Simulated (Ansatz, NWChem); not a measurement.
**Ligand exchange: InH2Br + SiH3(SnH3) → SiH3(InH2) + SnH3Br**

Species: InH2Br `[Br][InH2]`, singlet; SiH3(SnH3), singlet; SiH3(InH2), singlet; SnH3Br `[Br][SnH3]`, singlet. The partners trade Br for SiH3: In–Br and Sn–SiH3 bonds give way to In–SiH3 and Sn–Br.

Shapes, held fixed at every level: PBE0-D4/def2-TZVP. Programs: Ansatz 0.2.0. Electronic energies: no zero-point or thermal term.

```csv
level,kind,ΔE (kJ/mol),less CCSD(T)/def2-TZVPP
HF/def2-TZVPP,Hartree–Fock,+45.2,-0.9
r2SCAN-D4/def2-TZVPP,meta-GGA,+45.9,-0.2
PBE0-D4/def2-TZVPP,global hybrid,+44.0,-2.1
wB97X-V/def2-TZVPP,range-separated hybrid,+43.6,-2.5
MP2/def2-TZVPP,perturbation theory,+47.4,+1.3
CCSD/def2-TZVPP,coupled cluster or CI,+45.7,-0.4
CCSD(T)/def2-TZVPP,coupled cluster or CI,+46.1,0.0
```

The highest level, CCSD(T)/def2-TZVPP, gives ΔE = +46.1 kJ/mol; the levels span +43.6 to +47.4. The column of differences is taken from that level and isn't an error. No measured value is set beside it here. For atoms past krypton def2 sets carry core potentials with scalar relativity. Relativity is left out for Br unless named. Correlated rows may include outer-core shells of Br, In, Sn, which these sets cover unevenly.
